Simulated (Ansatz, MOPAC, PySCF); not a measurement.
Species: SiBr, charge 0, multiplicity 2. SMILES: [Si]Br
Structure (B3LYP-D3(BJ)/def2-TZVP (Ansatz, a quantum-chemistry and plane-wave program) minimum search):
```xyz
2

Si     0.0000     0.0000    -1.6088
Br     0.0000     0.0000     0.6435
```
Charge 0, spin multiplicity 2.

Unscaled harmonic wavenumbers (cm⁻¹) in rising order, each level at the stationary point that it reaches from this structure (no distance between atoms moves by over 0.3 Å); the order of modes can differ between levels, and a negative number is imaginary. B3LYP-D3(BJ)/def2-TZVP (PySCF, at the structure above): 402.

PM7 (MOPAC): 366. Zero-point energy 0.5 against 0.6 kcal/mol.

HF/3-21G (Ansatz): 348. Zero-point energy 0.5 against 0.6 kcal/mol.
